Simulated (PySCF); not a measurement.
Compound: C6H5N3.
Geometry (GFN2-xTB, Å), atoms numbered from 1 in this order:
```xyz
14
C6H5N3 angstrom
C     -1.4124    1.1057    0.0951
C     -1.8501   -0.2397    0.1205
C     -0.9534   -1.2588    0.0581
N      0.3647   -0.9652   -0.0289
N      1.3758   -1.8211   -0.0977
N      2.4724   -1.1472   -0.1685
C      2.2182    0.1599   -0.1481
C      0.8374    0.3376   -0.0563
C     -0.0823    1.3961    0.0072
H     -2.1438    1.8966    0.1460
H     -2.9032   -0.4574    0.1902
H     -1.2085   -2.3059    0.0722
H      2.9989    0.8895   -0.1974
H      0.2856    2.4094   -0.0143
```

Computed with TDDFT B3LYP/def2-SVPD, vertical, gas phase, core orbitals frozen in the response in PySCF 2.14.0, density-fitted response routines.

Transition dipole moments from the ground state, in atomic units and in the frame of the coordinates above (overall signs are arbitrary), for the states with f of 0.002 or more among the lowest 7:

```json
{"state": "S1", "E (hartree)": "0.1521", "μx": "-0.502", "μy": "-0.441", "μz": "0.032"}
{"state": "S3", "E (hartree)": "0.1825", "μx": "-0.689", "μy": "0.174", "μz": "0.046"}
{"state": "S4", "E (hartree)": "0.1978", "μx": "-0.011", "μy": "0.000", "μz": "-0.167"}
{"state": "S6", "E (hartree)": "0.2313", "μx": "-1.492", "μy": "1.209", "μz": "0.102"}
{"state": "S7", "E (hartree)": "0.2392", "μx": "0.330", "μy": "-0.338", "μz": "-0.022"}
```

Problem. Work out the oscillator strengths.

Solution. f = (2/3) ΔE |μ|² with ΔE in hartree (27.2114 eV).

```tsv
state	|μ|² (au)	|μ| (D)	f
S1	0.448	1.70	0.045
S3	0.507	1.81	0.062
S4	0.028	0.42	0.004
S6	3.698	4.89	0.570
S7	0.223	1.20	0.036
```

Problem. Label these states by symmetry in Cs.

Solution. From a totally symmetric ground state, an allowed state transforms like the component of the dipole operator along its μ. Polarised normal to the mirror plane, so A″: S4. Polarised in the mirror plane, so A′: S1, S3, S6 and S7.

Problem. Which bond between heavy atoms lies closest to the direction of the S6 transition dipole?

Solution. N4–N5, at 1° from it; next C2–C3 and C8–C9 at 10°.

Problem. What angle do the transition dipoles of S3 and S6 make?

Solution. |cos θ| = |μa·μb| / (|μa| |μb|) = 0.91, so θ ≈ 25° (taken between 0 and 90°, since the signs are arbitrary).

Problem. What peak molar absorption coefficient would the strongest computed level give as a lone Gaussian band 0.4 eV wide at half height?

Solution. ε(max) = 2.175×10⁸ f / FWHM, with the width in cm⁻¹. S6: 2.175×10⁸ × 0.5703 / 3226 ≈ 38000 L mol⁻¹ cm⁻¹.

Time: 38 s of wall time; peak memory 0.85 GiB. Hardware: an Intel Xeon Platinum 8488C with one thread, no GPU, on a shared host.
